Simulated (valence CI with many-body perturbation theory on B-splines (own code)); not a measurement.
# Er XXXVII: electric-dipole lines

Calculated by relativistic CI+MBPT: four valence electrons over a frozen Dirac-Fock core [Ar] 3d10, a basis of 11 s, 11 p, 10 d, 8 f, 5 g, 2 h functions for each j, with the one-electron correlation potential Σ1 (screened to all orders), the two-electron term Σ2, the three-electron term Σ3, Breit, model QED; selected single and double excitations, second order for the rest, scaled by the run's own slope (own B-spline code, finite nucleus).

No measured spectrum was set against this ion. As an estimate, large intervals hold to a few tenths of a per cent, small ones and those within an open d or f shell to about a per cent. Among the levels kept, up to 390 cm⁻¹ of a level comes from second order outside the variational space, and about a tenth of that is noise between levels of different J, which matters for small intervals.

Lines 201 to 250 of 557 in falling wavelength, among levels below 4127.9 × 10³ cm⁻¹, chosen from the strongest by gf and those to the six lowest levels. Wavelengths and rates use the calculated energies. Electric multipoles are in the length gauge with retardation, E1 and E2 with the static RPA response of the core. Weak lines are less certain than strong ones. Lines between different terms over intervals too small for the method are left out, as are lines whose strength nearly cancels. Where a level lies close to another of its J and parity, the split of strength between their lines is uncertain. The highest levels of a list are the least certain.

Levels are named by their leading jj configuration (3d3/2^4 stands for four electrons in 3d with j = 3/2), which in mixed levels can hold well under half, so a name can repeat and another be missing. Letters in brackets count levels of one name in rising energy.

| λ vac (nm) | Upper | Lower | A (s⁻¹) | S (a.u.) |
| --- | --- | --- | --- | --- |
| 8.073 | (4s 4p1/2 4d3/2 4d5/2) J=3 [c] | (4s 4p1/2 4p3/2 4d3/2) J=2 [b] | 1.08e+11 | 1.96e-01 |
| 8.072 | (4p1/2 4p3/2^2 4d3/2) J=2 [b] | (4s 4p1/2 4p3/2 4d3/2) J=3 [b] | 6.50e+10 | 8.44e-02 |
| 8.070 | (4s 4p1/2 4p3/2 4f7/2) J=2 [a] | (4s 4p1/2 4p3/2 4d5/2) J=2 [a] | 1.33e+11 | 1.73e-01 |
| 8.067 | (4s 4p1/2 4p3/2 4d5/2) J=1 [c] | (4s^2 4p1/2 4d5/2) J=2 | 1.15e+11 | 8.92e-02 |
| 8.065 | (4s 4p1/2 4p3/2 4f7/2) J=2 [b] | (4s 4p1/2 4p3/2 4d5/2) J=2 [b] | 1.85e+11 | 2.40e-01 |
| 8.058 | (4s 4p1/2 4p3/2 4f5/2) J=1 [c] | (4s 4p1/2 4p3/2 4d5/2) J=2 [b] | 1.72e+11 | 1.33e-01 |
| 8.058 | (4s 4p1/2 4p3/2 4d5/2) J=1 [b] | (4s 4p1/2 4p3/2^2) J=0 | 2.05e+11 | 1.59e-01 |
| 8.057 | (4s 4p1/2 4d3/2 4d5/2) J=1 [b] | (4s 4p1/2 4p3/2 4d3/2) J=1 [b] | 6.45e+10 | 5.00e-02 |
| 8.048 | (4s 4p3/2^2 4d5/2) J=2 [a] | (4s^2 4p3/2 4d3/2) J=2 | 8.24e+10 | 1.06e-01 |
| 8.048 | (4p1/2 4p3/2^2 4d3/2) J=0 | (4s 4p1/2 4p3/2 4d3/2) J=1 [a] | 1.91e+11 | 4.91e-02 |
| 8.045 | (4s 4p1/2 4p3/2 4d5/2) J=2 [d] | (4s 4p1/2 4p3/2^2) J=1 [a] | 8.82e+10 | 1.13e-01 |
| 8.041 | (4s 4p1/2 4p3/2 4f7/2) J=3 [b] | (4s 4p1/2 4p3/2 4d5/2) J=3 [b] | 1.81e+11 | 3.25e-01 |
| 8.039 | (4s 4p1/2 4p3/2 4d5/2) J=0 | (4s 4p1/2 4p3/2^2) J=1 [a] | 2.77e+11 | 7.10e-02 |
| 8.034 | (4s 4p1/2 4p3/2 4f5/2) J=3 [e] | (4s 4p1/2 4p3/2 4d3/2) J=2 [d] | 2.89e+10 | 5.19e-02 |
| 8.033 | (4s^2 4d3/2 4d5/2) J=2 [a] | (4s 4p3/2^3) J=2 | 5.05e+10 | 6.46e-02 |
| 8.031 | (4s 4p1/2 4d5/2^2) J=2 | (4s 4p1/2 4p3/2 4d3/2) J=1 [c] | 4.99e+10 | 6.38e-02 |
| 8.030 | (4s 4p1/2 4p3/2 4f5/2) J=2 [a] | (4s 4p1/2 4p3/2 4d3/2) J=3 [b] | 4.58e+10 | 5.86e-02 |
| 8.027 | (4s 4p1/2 4p3/2 4d5/2) J=3 [d] | (4s^2 4p1/2 4d5/2) J=3 | 4.05e+10 | 7.23e-02 |
| 8.024 | (4s 4p1/2 4p3/2 4d5/2) J=3 [b] | (4s 4p1/2 4p3/2^2) J=3 | 1.12e+11 | 2.01e-01 |
| 8.022 | (4s 4p1/2 4d3/2^2) J=2 [b] | (4s 4p1/2 4p3/2 4d3/2) J=2 [a] | 5.85e+10 | 7.45e-02 |
| 8.019 | (4s 4p1/2 4p3/2 4d5/2) J=4 [b] | (4s 4p1/2 4p3/2^2) J=3 | 1.73e+11 | 3.96e-01 |
| 8.014 | (4s^2 4d3/2 4d5/2) J=3 | (4s 4p3/2^3) J=2 | 6.94e+10 | 1.23e-01 |
| 8.013 | (4s 4p1/2 4d5/2^2) J=3 | (4s 4p1/2 4p3/2 4d5/2) J=3 [a] | 1.62e+11 | 2.87e-01 |
| 8.012 | (4s^2 4p1/2 4d5/2) J=2 | (4s^2 4p1/2 4p3/2) J=1 | 2.24e+11 | 2.85e-01 |
| 8.007 | (4s 4p1/2 4p3/2 4f7/2) J=2 [a] | (4s 4p1/2 4p3/2 4d3/2) J=2 [c] | 5.22e+10 | 6.62e-02 |
| 8.001 | (4s 4p1/2 4d3/2 4d5/2) J=3 [b] | (4s 4p1/2 4p3/2 4d3/2) J=3 [a] | 1.46e+11 | 2.58e-01 |
| 7.999 | (4s 4p3/2^2 4d5/2) J=2 [c] | (4s^2 4p3/2 4d5/2) J=3 | 3.31e+11 | 4.18e-01 |
| 7.995 | (4s 4p1/2 4p3/2 4f7/2) J=2 [b] | (4s 4p1/2 4p3/2 4d5/2) J=3 [a] | 7.62e+10 | 9.61e-02 |
| 7.995 | (4s 4p1/2 4p3/2 4d3/2) J=1 [c] | (4s^2 4p1/2 4d3/2) J=2 | 3.23e+11 | 2.44e-01 |
| 7.988 | (4s 4p1/2 4p3/2 4f7/2) J=3 [a] | (4s 4p1/2 4p3/2 4d5/2) J=2 [a] | 8.34e+10 | 1.47e-01 |
| 7.988 | (4s 4p1/2^2 4f7/2) J=4 | (4s 4p1/2^2 4d5/2) J=3 | 2.22e+11 | 5.02e-01 |
| 7.982 | (4s 4p1/2 4p3/2 4f5/2) J=4 [a] | (4s 4p1/2 4p3/2 4d3/2) J=3 [c] | 1.12e+11 | 2.53e-01 |
| 7.981 | (4s 4p1/2 4p3/2 4f7/2) J=3 [c] | (4s 4p1/2 4p3/2 4d5/2) J=4 [c] | 8.39e+10 | 1.47e-01 |
| 7.977 | (4s 4p3/2^2 4d5/2) J=3 [b] | (4s^2 4p3/2 4d5/2) J=4 | 4.71e+10 | 8.25e-02 |
| 7.976 | (4s^2 4p3/2 4f7/2) J=4 [a] | (4s^2 4p3/2 4d5/2) J=4 | 2.09e+10 | 4.71e-02 |
| 7.976 | (4s 4p1/2 4p3/2^2) J=1 [a] | (4s^2 4p1/2 4p3/2) J=1 | 1.22e+11 | 9.16e-02 |
| 7.971 | (4s^2 4d3/2^2) J=0 [b] | (4s^2 4p3/2 4d3/2) J=1 | 3.71e+11 | 9.26e-02 |
| 7.964 | (4s 4p1/2 4p3/2 4f7/2) J=3 [c] | (4s 4p1/2 4p3/2 4d5/2) J=3 [c] | 2.44e+11 | 4.26e-01 |
| 7.963 | (4p1/2 4p3/2^2 4d5/2) J=3 [b] | (4s 4p1/2 4p3/2 4d5/2) J=4 [b] | 2.39e+10 | 4.17e-02 |
| 7.962 | (4s 4p1/2 4d5/2^2) J=2 | (4s 4p1/2 4p3/2 4d5/2) J=1 [a] | 8.34e+10 | 1.04e-01 |
| 7.961 | (4p1/2 4p3/2^2 4d3/2) J=2 [b] | (4s 4p1/2 4p3/2 4d3/2) J=2 [b] | 6.30e+10 | 7.84e-02 |
| 7.955 | (4s^2 4p1/2 4f7/2) J=4 | (4s^2 4p1/2 4d5/2) J=3 | 3.73e+11 | 8.34e-01 |
| 7.955 | (4s 4p1/2 4d3/2 4d5/2) J=1 [c] | (4s 4p1/2 4p3/2 4d3/2) J=1 [d] | 2.64e+11 | 1.96e-01 |
| 7.952 | (4s 4p1/2 4d3/2 4d5/2) J=2 [b] | (4s 4p1/2 4p3/2 4d3/2) J=3 [a] | 7.27e+10 | 9.03e-02 |
| 7.947 | (4p1/2^2 4p3/2 4d3/2) J=1 | (4s 4p1/2^2 4d3/2) J=1 | 1.14e+11 | 8.49e-02 |
| 7.947 | (4p1/2 4p3/2^3) J=1 | (4s 4p1/2 4p3/2^2) J=1 [b] | 4.79e+11 | 3.56e-01 |
| 7.936 | (4s 4p1/2 4d3/2 4d5/2) J=1 [a] | (4s 4p1/2 4p3/2 4d3/2) J=2 [a] | 7.97e+10 | 5.90e-02 |
| 7.936 | (4s 4p1/2 4p3/2 4d5/2) J=3 [d] | (4s^2 4p1/2 4d5/2) J=2 | 3.44e+11 | 5.94e-01 |
| 7.934 | (4s 4p1/2 4p3/2^2) J=2 [b] | (4s^2 4p1/2 4p3/2) J=2 | 3.63e+11 | 4.47e-01 |
| 7.931 | (4s 4p1/2 4p3/2^2) J=1 [b] | (4s^2 4p1/2 4p3/2) J=2 | 2.80e+11 | 2.07e-01 |
